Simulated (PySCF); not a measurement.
S (sulfur, neutral) across methods

[Ne] 3s2 3p4, high-spin 3P determinant. All numbers are calculated (PySCF 2.14, no relativity, point nucleus, in dyall-av3z). The B2PLYP total includes its PT2 part (frozen core); its orbital energies are those of the SCF part.

```csv
method,E (hartree),mean ε 3s β (eV),mean ε 3p α (eV),mean ε 3p β (eV),Σ⟨r²⟩ (bohr²),⟨S²⟩
BHandHLYP,-398.1328,-19.045,-10.267,-8.573,29.12,2.006
PBE,-397.9522,-15.828,-7.706,-6.156,29.28,2.004
PBE0,-397.9860,-17.438,-9.107,-7.418,29.06,2.005
TPSSh,-398.1422,-16.566,-8.385,-6.811,29.01,2.006
BLYP,-398.1313,-15.820,-7.463,-6.062,29.47,2.003
B2PLYP,-398.0032,-18.908,-10.303,-8.494,29.20,2.007
UHF,-397.51279,-21.058,-12.606,-10.317,29.18,2.013
r2SCAN,-398.0967,-15.901,-8.143,-6.399,29.03,2.008
```

(1) Estimate the same row for LDA.

Results:

(1) E (hartree) = -396.7444; mean ε 3s β (eV) = -16.054; mean ε 3p α (eV) = -7.747; mean ε 3p β (eV) = -6.166; Σ⟨r²⟩ (bohr²) = 29.38; ⟨S²⟩ = 2.002.
